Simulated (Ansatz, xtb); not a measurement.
**Two isomers of C5H3N3O**

Structure X is `N#Cc1[nH]cnc1C=O`, a singlet and structure Y is `N#Cc1c[nH]c(C=O)n1`, a singlet. Both are isolated molecules in the gas phase, relaxed with B3LYP-D3(BJ)/def2-SVP; the shapes shown needn't be the lowest conformers.

X (Å):

```xyz
12

C    -0.8148   -1.3705    2.0151
C    -1.6786   -0.4686    1.3462
C    -3.5230    0.6600    0.8782
C    -1.4946    0.3720    0.2447
C    -0.2693    0.5437   -0.5544
N    -0.1436   -2.1208    2.5943
N    -2.9854   -0.2633    1.7305
N    -2.6507    1.0554   -0.0197
O     0.7616   -0.0496   -0.3379
H    -3.4490   -0.7223    2.5074
H    -4.5547    1.0000    0.9673
H    -0.3798    1.2798   -1.3878
```

Y (Å):

```json
{"atom": "C", "x (Å)": "-2.3784", "y (Å)": "-1.5460", "z (Å)": "1.3003"}
{"atom": "C", "x (Å)": "-1.7435", "y (Å)": "-0.3038", "z (Å)": "0.9953"}
{"atom": "C", "x (Å)": "-2.1324", "y (Å)": "0.6083", "z (Å)": "0.0102"}
{"atom": "C", "x (Å)": "-0.3509", "y (Å)": "1.3166", "z (Å)": "1.0999"}
{"atom": "C", "x (Å)": "0.7490", "y (Å)": "2.2246", "z (Å)": "1.4429"}
{"atom": "N", "x (Å)": "-2.9109", "y (Å)": "-2.5509", "z (Å)": "1.5302"}
{"atom": "N", "x (Å)": "-1.2371", "y (Å)": "1.6233", "z (Å)": "0.0962"}
{"atom": "N", "x (Å)": "-0.6378", "y (Å)": "0.1553", "z (Å)": "1.6580"}
{"atom": "O", "x (Å)": "0.9211", "y (Å)": "3.2744", "z (Å)": "0.8609"}
{"atom": "H", "x (Å)": "-2.9513", "y (Å)": "0.5871", "z (Å)": "-0.7039"}
{"atom": "H", "x (Å)": "-1.1898", "y (Å)": "2.4736", "z (Å)": "-0.4573"}
{"atom": "H", "x (Å)": "1.4009", "y (Å)": "1.8679", "z (Å)": "2.2730"}
```

Energies in hartree; the thermal terms are from GFN2-xTB frequencies at re-optimised GFN2-xTB minima (ideal gas, soft modes damped towards free rotors, one conformer each, 298.15 K, 1 atm) and include the zero-point energy:

```
                              X           Y
E, CCSD(T)/def2-SVP  −430.309736  −430.314396
    E, MP2/def2-SVP  −430.232770  −430.237379
  E, MP2/def2-TZVPP  −431.010656  −431.016099
  zero-point energy     0.076377     0.076424
       H(298 K) − E     0.084932     0.084905
       G(298 K) − E     0.043697     0.043934
```

Question: Correct the CCSD(T) difference for the basis set by the MP2 change, then work out ΔE, ΔE₀, ΔH and ΔG for X → Y in kJ/mol (1 Eh = 2625.50 kJ/mol) and the equilibrium ratio [Y]/[X].

Answer: 1. Differences Y − X: CCSD(T) −0.004660, MP2 in the small set −0.004609, MP2 in the large set −0.005443 Eh.
2. ΔE = −0.004660 + (−0.005443 − (−0.004609)) = −0.005494 Eh = −14.42 kJ/mol.
3. ΔE₀ = ΔE + ΔZPE = −0.005494 + (+0.000047) Eh = −14.30 kJ/mol.
4. ΔH = ΔE + (−0.000027) Eh = −14.50 kJ/mol.
5. ΔG = ΔE + (+0.000237) Eh = −13.80 kJ/mol, so ΔS = (ΔH − ΔG)/T = −2.3 J/(mol K).
6. kT = 0.9442 mEh, so K = [Y]/[X] = exp(−ΔG/kT) = exp(+5.57) ≈ 260.

Structure Y is favoured at this temperature. An error of 4 kJ/mol in ΔG would change K by a factor of 5. Mirror images and further conformers aren't counted.

As drawn, both hold the same kinds of bond in the same numbers.

Other levels gave ΔE = −3.7 (GFN2-xTB); −11.1 (HF/STO-3G, GFN2-xTB geometries); −13.4 (r2SCAN-D4/def2-SVP, GFN2-xTB geometries); −12.2 (B3LYP-D3(BJ)/def2-SVP); −17.0 (HF/def2-SVP); −12.1 (MP2/def2-SVP); −12.2 (CCSD(T)/def2-SVP) kJ/mol. The correlated steps freeze 9 core orbitals. Programs: Ansatz 0.2.0, xtb 6.7.1.
